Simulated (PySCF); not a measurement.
C3H5Br, SMILES BrC1CC1, point group Cs.

Force field and properties: B3LYP/pcSseg-1 (PySCF, grid level 2). Vibrational terms come from second-order perturbation theory with semi-diagonal cubic constants, by steps of ±0.6 along the normal coordinates of each isotopologue. The parent has the commonest isotopes.

Equilibrium geometry (Å):

```tsv
atom	x	y	z
Br1	2.0552	-0.9482	-0.9166
C2	0.6389	-0.3809	0.2801
C3	-0.7845	-0.4158	-0.1767
C4	-0.0786	0.9073	0.0317
H5	0.8809	-0.6699	1.2969
H6	-0.9805	-0.7224	-1.2004
H7	-1.5356	-0.7373	0.5419
H8	-0.3332	1.5161	0.8968
H9	0.1916	1.4752	-0.8544
```

Species: parent. Output of the displacement run:

```
mode    cm-1    km/mol   phi_rrr   E(+)/cm-1  E(-)/cm-1
  1    272.04     1.39     -21.0      48.23      50.10
  2    305.73     0.05       0.9      55.34      55.47
  3    536.73    13.28      94.6     100.15      93.67
  4    767.49     1.41      31.4     140.94     138.79
  5    815.13    11.33       0.9     147.73     147.63
  6    882.62     6.61     179.5     165.52     152.61
  7    949.23     7.40       1.3     171.06     170.93
  8   1056.92    22.73     -57.2     189.01     193.16
  9   1074.02     0.46      45.1     195.43     192.26
 10   1078.34     1.87       1.3     194.99     194.80
 11   1117.85     1.26       1.1     202.25     202.11
 12   1184.72     0.74       0.5     213.55     213.45
 13   1225.88     1.52    -149.0     215.33     226.25
 14   1288.79    47.85       9.2     232.91     232.52
 15   1447.89     6.45       2.3     260.91     260.74
 16   1487.74     7.17     -63.1     265.68     270.24
 17   3113.15     6.39     101.3     565.45     558.16
 18   3115.54     3.10     960.1     596.70     527.63
 19   3180.62     1.51    1852.3     644.04     511.17
 20   3195.36     0.63       9.7     577.07     576.36
 21   3207.90     3.91     242.7     587.47     570.09
```

For the shielding of H7 (σe = 30.66 ppm):

```
mode  ω (cm⁻¹)  Σr φrrs (cm⁻¹)   ∂σ/∂q  ∂²σ/∂q²
   1       272             -81   0.015   -0.086
   2       306              -3   0.106   -0.141
   3       537             328   0.060   -0.101
   4       767              62   0.248   -0.375
   5       815              15  -0.185   -0.223
   6       883             209  -0.121   -0.060
   7       949               6  -0.283   -0.021
   8      1057              -3   0.255   -0.149
   9      1074              91   0.044   -0.330
  10      1078               1   0.044   -0.163
  11      1118              -8  -0.067   -0.159
  12      1185              -2  -0.085   -0.242
  13      1226            -751  -0.176   -0.040
  14      1289             358   0.108   -0.069
  15      1448              17   0.037   -0.299
  16      1488            -133   0.069   -0.264
  17      3113              24  -1.565    0.206
  18      3116             825   1.748    0.229
  19      3181             698  -0.076   -0.029
  20      3195              -6   0.922    0.049
  21      3208             -76  -1.041    0.054
```

Q: Work out the zero-point average of this shielding.

A: With ⟨qs⟩ = −Σr φrrs/(4ωs) and ⟨qs²⟩ = 1/2: the mean displacements are 0.074, 0.003, -0.153, -0.020, -0.005, -0.059, -0.002, 0.001, -0.021, 0.000, 0.002, 0.000, 0.153, -0.070, -0.003, 0.022, -0.002, -0.066, -0.055, 0.000, 0.006. The anharmonic term Σ (∂σ/∂q)⟨q⟩ is -0.15 ppm, the harmonic term ¼ Σ ∂²σ/∂q² is -0.55 ppm, so ⟨σ⟩ = 29.95 ppm.

Spin–orbit effects of the heavy atoms on shieldings are missing.
